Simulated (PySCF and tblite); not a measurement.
Results of a calculation; reference values are marked as such.
C₈H₁₂, numbered as in [CH:1]#[C:2][CH:3]1[CH2:4][CH2:5][CH2:6][CH2:7][CH2:8]1.

The ensemble was built from 60 distance-geometry starts (ETKDG and KDG, MMFF94s, GFN2-xTB) and rests on GFN2-xTB geometries. Free energies are PBE0-D3(BJ)/def2-SVP (IEF-PCM, chloroform) single points with GFN2-xTB rigid-rotor and vibrational terms (modes under about 100 cm⁻¹ blended into free rotors). Symmetry numbers and mirror images are counted. Conformers within 3 kcal/mol (GFN2-xTB free energy) were kept, 8 at most. GIAO shieldings: wB97X-D/pcSseg-1 (IEF-PCM, chloroform). Shifts are against TMS (¹H), TMS (¹³C) at the same level. Codes: tblite and PySCF.

The 6-ring runs over atoms 3–4–5–6–7–8.

```
conformer                                       shape  symmetry  E(GFN2) kcal/mol  E(DFT) kcal/mol
        1  6-ring chair (all substituents equatorial)        Cs              0.00             0.00
        2                     6-ring chair (C2 axial)        Cs              0.09             0.28
```

(1) How much do the weights at 298.15 K and the averaged shift of H3 depend on how the conformers are weighted?

## Answers

(1) 
| weighting | 1 (%) | 2 (%) | δ (ppm) | rms dipole (D) |
| --- | --- | --- | --- | --- |
| DFT energy with thermal terms, symmetry and mirror images (full scheme) | 66 | 34 | 2.33 | 1.06 |
| DFT energy with symmetry and mirror images | 62 | 38 | 2.36 | 1.05 |
| bare DFT energy | 62 | 38 | 2.36 | 1.05 |
| GFN2-xTB energy with symmetry and mirror images | 54 | 46 | 2.42 | 1.03 |
| GFN2-xTB free energy | 59 | 41 | 2.39 | 1.04 |
| leading conformer alone | 100 | 0 | 2.08 | 1.15 |
| equal weights | 50 | 50 | 2.45 | 1.02 |

The largest departure from the full scheme, 0.25 ppm, comes with: leading conformer alone.
